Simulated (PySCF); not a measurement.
Compound: C3H14BOPSi2.
Z-matrix (Å and degrees, PBE0-D3(BJ)/def2-SVP geometry), rows numbered from 1:
```
B 
P   1  1.8478
Si  2  2.2532  1  107.33
O   3  1.6388  2  107.45  1    60.78
Si  4  1.6805  3  150.50  2    47.89
C   5  1.8684  4  106.51  3  -142.04
C   5  1.8715  4  109.51  3   -21.72
C   5  1.8717  4  107.14  3    98.47
H   1  1.2064  2  120.80  3   142.56
H   1  1.2079  2  118.09  3   -45.06
H   2  1.4205  1  107.43  3  -113.10
H   3  1.4907  2  112.23  1   -59.26
H   3  1.4953  2  107.13  1  -178.28
H   6  1.1016  5  111.27  4  -178.03
H   6  1.1014  5  110.56  4    61.92
H   6  1.1010  5  110.84  4   -57.74
H   7  1.1022  5  110.22  4   179.37
H   7  1.1009  5  111.44  4   -60.79
H   7  1.1013  5  111.54  4    59.61
H   8  1.1016  5  110.80  4   -61.30
H   8  1.1015  5  111.37  4   178.65
H   8  1.1011  5  110.78  4    58.40
```

Level of theory: PBE0-D3(BJ)/def2-SVP geometry optimisation, gas phase (PySCF 2.14.0).

Take the most abundant isotopes and a rigid rotor. The values belong to one conformer with, in the numbering `[BH2:1][PH:2][SiH2:3][O:4][Si:5]([CH3:6])([CH3:7])[CH3:8]`, H–B1–P2–Si3 143° and -45°, B1–P2–Si3–O4 61°, P2–Si3–O4–Si5 48°.

Problem. Give the principal moments of inertia and the rotational constants in GHz.

Solution. Ia = 284.80, Ib = 744.22, Ic = 822.71 u·Å²; 505379 MHz·u·Å²/I gives 1774, 679.1 and 614.3 MHz, that is A = 1.7745, B = 0.6791, C = 0.6143 GHz.

Problem. Classify the top.

Solution. An asymmetric top. Ray's parameter κ = (2B − A − C)/(A − C) = -0.888; −1 is the prolate and +1 the oblate limit.

Problem. What does the inertial defect say?

Solution. Not planar: Δ = Ic − Ia − Ib = -206.31 u·Å². For a rigid frame Δ = −2 Σ m c², so Σ m c² = 103.16 u·Å² lies off the ab plane: 28.16 from hydrogen and 74.99 from heavier atoms. The atom farthest from that plane is 2.29 Å away.

Problem. Give the other two planar moments, Paa and Pbb, and the rms extents of the mass along the axes.

Solution. Paa = Σ m a² = (Ib + Ic − Ia)/2 = 641.06 and Pbb = Σ m b² = (Ia + Ic − Ib)/2 = 181.65 u·Å². With the mass M = 164.04 u, the rms extents √(P/M) along a, b and c are 1.98, 1.05, 0.79 Å.

Problem. Give the coordinates in the principal-axis frame, origin at the centre of mass.

Solution. The sense of each axis is arbitrary; atoms in the order of the calculation.
| atom | mass (u) | a (Å) | b (Å) | c (Å) |
| --- | --- | --- | --- | --- |
| B1 | 11.009 | 2.529 | -1.590 | -0.704 |
| P2 | 30.974 | 2.469 | -0.201 | 0.513 |
| Si3 | 27.977 | 1.121 | 1.387 | -0.347 |
| O4 | 15.995 | -0.363 | 0.720 | -0.542 |
| Si5 | 27.977 | -1.651 | -0.180 | 0.052 |
| C6 | 12.000 | -2.276 | -1.216 | -1.371 |
| C7 | 12.000 | -1.062 | -1.257 | 1.465 |
| C8 | 12.000 | -2.948 | 1.035 | 0.639 |
| H9 | 1.008 | 3.551 | -2.201 | -0.895 |
| H10 | 1.008 | 1.490 | -1.959 | -1.198 |
| H11 | 1.008 | 3.764 | 0.381 | 0.558 |
| H12 | 1.008 | 1.610 | 1.889 | -1.663 |
| H13 | 1.008 | 1.110 | 2.526 | 0.622 |
| H14 | 1.008 | -3.151 | -1.817 | -1.075 |
| H15 | 1.008 | -1.492 | -1.906 | -1.721 |
| H16 | 1.008 | -2.571 | -0.579 | -2.220 |
| H17 | 1.008 | -1.902 | -1.845 | 1.872 |
| H18 | 1.008 | -0.283 | -1.961 | 1.137 |
| H19 | 1.008 | -0.644 | -0.654 | 2.286 |
| H20 | 1.008 | -2.552 | 1.669 | 1.448 |
| H21 | 1.008 | -3.840 | 0.515 | 1.024 |
| H22 | 1.008 | -3.266 | 1.694 | -0.183 |

Problem. Predict some low-J microwave lines.

Solution. The dipole components are |μa| = 0.85 D, |μb| = 0.48 D, |μc| = 0.33 D. The squared components, which scale the intensities, stand as 1.00 : 0.32 : 0.15 (a : b : c). Some lines, for components of 0.1 D or more:

| type | branch | J(Ka,Kc) | MHz | lower level (cm⁻¹) |
| --- | --- | --- | --- | --- |
| c | Q | 2(1,2) ← 2(0,2) | 1033 | 0.129 |
| c | Q | 1(1,1) ← 1(0,1) | 1095 | 0.043 |
| b | Q | 1(1,0) ← 1(0,1) | 1160 | 0.043 |
| b | Q | 2(1,1) ← 2(0,2) | 1228 | 0.129 |
| a | R | 1(0,1) ← 0(0,0) | 1293 | 0.000 |
| b | R | 2(0,2) ← 1(1,1) | 1489 | 0.080 |
| c | R | 1(1,0) ← 0(0,0) | 2454 | 0.000 |
| a | R | 2(1,2) ← 1(1,1) | 2522 | 0.080 |
| a | R | 2(0,2) ← 1(0,1) | 2584 | 0.043 |
| a | R | 2(1,1) ← 1(1,0) | 2652 | 0.082 |
| c | Q | 2(2,1) ← 2(1,1) | 3286 | 0.170 |
| b | Q | 2(2,1) ← 2(1,2) | 3481 | 0.164 |
| c | R | 2(1,1) ← 1(0,1) | 3812 | 0.043 |
| b | R | 2(2,1) ← 1(1,0) | 5938 | 0.082 |
| c | R | 2(2,0) ← 1(1,0) | 5941 | 0.082 |
| c | R | 2(2,1) ← 1(1,1) | 6003 | 0.080 |
| b | R | 2(2,0) ← 1(1,1) | 6005 | 0.080 |

Problem. Estimate the classical rotational partition function at 100 K, 200 K and 500 K.

Solution. Point group C1, symmetry number σ = 1; q = (√π/σ)·√((kT/h)³/(ABC)), k/h = 20836.6 MHz/K: 196000 at 100 K, 554000 at 200 K, 2190000 at 500 K.

No PBE0-D3(BJ)/def2-SVP frequencies stand behind this structure, so it isn't proved a minimum. These are rigid-rotor constants of the computed structure; measured ground-state constants (B0) also hold zero-point vibration. A rigid rotor knows nothing of internal rotation, which can split or shift real lines. Quadrupole hyperfine structure (11B) is left out.
